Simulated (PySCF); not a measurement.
## Basis-set dependence of population analyses: `F[Si@@H]1CC[C@H]1Cl`

C₃H₆ClFSi.
Structure used (PBE0-D3(BJ)/def2-SVP), in Å, numbered top down from 1:
```xyz
12
C3H6ClFSi angstrom
F      1.4698    0.2271    2.2743
Si     1.0441   -0.1615    0.7550
C      0.3226    1.1565   -0.3721
C     -0.6796    0.0626   -0.8316
C     -0.6852   -0.8428    0.4254
Cl    -1.0087   -2.5679    0.1564
H      2.1440   -0.9816    0.1820
H      0.9258    1.6214   -1.1634
H     -0.1815    1.9506    0.2009
H     -0.2670   -0.5075   -1.6796
H     -1.6744    0.4258   -1.1330
H     -1.4141   -0.4743    1.1636
```

PBE0 throughout (PySCF), one geometry, spherical d and f functions. Isolated species at its PBE0-D3(BJ)/def2-SVP geometry (one conformer only). The first 7 of 12 kinds of atom are listed.

Mulliken charges (e):

```json
{"basis": "STO-3G", "functions": "44", "F1": "-0.231", "Si2": "+0.781", "C3": "-0.317", "C4": "-0.156", "C5": "-0.208", "Cl6": "-0.170", "H7": "-0.111"}
{"basis": "6-31G", "functions": "74", "F1": "-0.442", "Si2": "+1.119", "C3": "-0.663", "C4": "-0.355", "C5": "-0.703", "Cl6": "+0.042", "H7": "-0.109"}
{"basis": "pcSseg-0", "functions": "74", "F1": "-0.466", "Si2": "+1.497", "C3": "-1.008", "C4": "-0.479", "C5": "-0.965", "Cl6": "+0.001", "H7": "-0.053"}
{"basis": "6-31G*", "functions": "104", "F1": "-0.393", "Si2": "+0.879", "C3": "-0.578", "C4": "-0.376", "C5": "-0.484", "Cl6": "-0.046", "H7": "-0.075"}
{"basis": "cc-pVDZ", "functions": "122", "F1": "-0.306", "Si2": "+0.651", "C3": "-0.226", "C4": "-0.027", "C5": "-0.276", "Cl6": "-0.103", "H7": "-0.062"}
{"basis": "def2-SVP", "functions": "122", "F1": "-0.340", "Si2": "+0.808", "C3": "-0.332", "C4": "-0.041", "C5": "-0.309", "Cl6": "-0.137", "H7": "-0.073"}
{"basis": "aug-cc-pVDZ", "functions": "200", "F1": "-0.659", "Si2": "+0.530", "C3": "+0.635", "C4": "+0.522", "C5": "+0.195", "Cl6": "-0.182", "H7": "+0.314"}
{"basis": "6-311+G(2d,p)", "functions": "214", "F1": "-0.452", "Si2": "+0.878", "C3": "-0.540", "C4": "-0.306", "C5": "-0.249", "Cl6": "-0.057", "H7": "-0.045"}
{"basis": "def2-TZVP", "functions": "234", "F1": "-0.324", "Si2": "+0.550", "C3": "-0.376", "C4": "-0.201", "C5": "-0.132", "Cl6": "-0.155", "H7": "-0.026"}
{"basis": "cc-pVTZ", "functions": "272", "F1": "-0.294", "Si2": "+0.563", "C3": "-0.316", "C4": "-0.148", "C5": "-0.165", "Cl6": "-0.160", "H7": "-0.044"}
{"basis": "IGLO-III", "functions": "288", "F1": "-0.504", "Si2": "+1.147", "C3": "-0.546", "C4": "-0.207", "C5": "-0.414", "Cl6": "-0.015", "H7": "-0.177"}
{"basis": "pcSseg-2", "functions": "314", "F1": "-0.415", "Si2": "+0.894", "C3": "-0.363", "C4": "-0.077", "C5": "-0.206", "Cl6": "-0.158", "H7": "-0.124"}
```

IAO charges (e):

```csv
basis,functions,F1,Si2,C3,C4,C5,Cl6,H7
STO-3G,44,-0.344,+1.017,-0.511,-0.259,-0.395,-0.079,-0.108
6-31G,74,-0.493,+1.087,-0.563,-0.268,-0.404,-0.095,-0.089
pcSseg-0,74,-0.482,+1.114,-0.581,-0.272,-0.435,-0.082,-0.094
6-31G*,104,-0.510,+1.204,-0.574,-0.256,-0.410,-0.099,-0.128
cc-pVDZ,122,-0.507,+1.186,-0.571,-0.258,-0.400,-0.098,-0.126
def2-SVP,122,-0.507,+1.200,-0.569,-0.251,-0.403,-0.091,-0.133
aug-cc-pVDZ,200,-0.520,+1.197,-0.579,-0.264,-0.400,-0.103,-0.124
"6-311+G(2d,p)",214,-0.524,+1.227,-0.589,-0.266,-0.414,-0.098,-0.132
def2-TZVP,234,-0.526,+1.241,-0.593,-0.265,-0.418,-0.096,-0.136
cc-pVTZ,272,-0.522,+1.228,-0.590,-0.266,-0.413,-0.098,-0.133
IGLO-III,288,-0.526,+1.236,-0.592,-0.267,-0.418,-0.094,-0.135
pcSseg-2,314,-0.526,+1.240,-0.592,-0.265,-0.417,-0.098,-0.136
```

Q: Which scheme is steadiest as the basis changes?

A: Largest range over the bases for any column: IAO 0.22 e, Mulliken 1.64 e. IAO charges move least and Mulliken charges most, counted in e. Without the minimal STO-3G basis the ranges are IAO 0.15, Mulliken 1.64 e.

Q: How much do the charges still move between the two largest bases, IGLO-III and pcSseg-2?

A: At most, over all atoms: Mulliken 0.254 e, IAO 0.004 e.

Q: What do the same runs give for the total energy, the frontier levels and the dipole moment?

A: 
```csv
basis,energy (Eh),HOMO (eV),LUMO (eV),μ (D)
STO-3G,-955.8123,-5.32,4.76,2.46
6-31G,-966.8514,-7.86,0.41,2.78
pcSseg-0,-965.6357,-7.96,0.41,2.45
6-31G*,-966.9615,-7.66,0.47,2.41
cc-pVDZ,-967.0076,-7.68,0.42,2.31
def2-SVP,-966.6009,-7.64,0.52,2.15
aug-cc-pVDZ,-967.0311,-7.82,-0.19,2.41
"6-311+G(2d,p)",-967.0932,-7.84,-0.16,2.41
def2-TZVP,-967.1184,-7.77,0.11,2.32
cc-pVTZ,-967.1162,-7.76,0.19,2.32
IGLO-III,-967.1188,-7.75,0.12,2.23
pcSseg-2,-967.1338,-7.82,0.00,2.40
```

The dipole is fixed by the density alone, so its range of 0.63 D shows that the density itself changes with the basis, not only its division among atoms.
